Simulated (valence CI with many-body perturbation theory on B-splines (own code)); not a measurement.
## Sm56+: what the settings do

Calculated by relativistic CI+MBPT: four valence electrons over a frozen Dirac-Fock core [He], a basis of 6 s, 6 p, 5 d, 3 f, 1 g functions for each j, with the one-electron correlation potential Σ1 (screened to all orders), the two-electron term Σ2, the three-electron term Σ3, Breit, model QED; selected single and double excitations, second order for the rest, scaled by the run's own slope (own B-spline code, finite nucleus).

No measured spectrum was set against this ion. As an estimate, large intervals hold to a few tenths of a per cent, small ones and those within an open d or f shell to about a per cent.

The reference run has the lowest level (2s^2 2p1/2^2) J=0 and an ionisation energy of 12265.3 eV. Its largest variational space holds 9802 state functions.

Levels are named by their leading jj configuration (3d3/2^4 stands for four electrons in 3d with j = 3/2), which in mixed levels can hold well under half, so a name can repeat and another be missing. Letters in brackets count levels of one name in rising energy.

```
                     Level  Reference (cm⁻¹)  Shift (cm⁻¹)
    (2s^2 2p1/2 2p3/2) J=1           5044380         -1732
    (2s^2 2p1/2 2p3/2) J=2           5182980          -256
    (2s 2p1/2^2 2p3/2) J=2           6887350          -853
    (2s 2p1/2^2 2p3/2) J=1           7459680         +3889
        (2s^2 2p3/2^2) J=2          10357300         -1757
        (2s^2 2p3/2^2) J=0          10752400          -683
(2s 2p1/2 2p3/2^2) J=2 [a]          11754600         -4073
    (2s 2p1/2 2p3/2^2) J=3          12074600          -672
    (2s 2p1/2 2p3/2^2) J=0          12447500         +1008
(2s 2p1/2 2p3/2^2) J=1 [a]          12593500         +2002
(2s 2p1/2 2p3/2^2) J=2 [b]          12675500         +3829
(2s 2p1/2 2p3/2^2) J=1 [b]          12702400         +2897
```

The ionisation energy moves by -1.0 eV.

Q: Which of these changes was made?
A. correlating orbitals by l 3 3 3 2 1 → 2 2 1 1 0; natural orbitals for correlation on → off
B. Breit term on → off
C. hole-hole ladder in Σ2 on → off
D. scale of Σ1 1 → 0; scale of Σ2 1 → 0; three-electron term on → off

A: A. correlating orbitals by l 3 3 3 2 1 → 2 2 1 1 0; natural orbitals for correlation on → off.
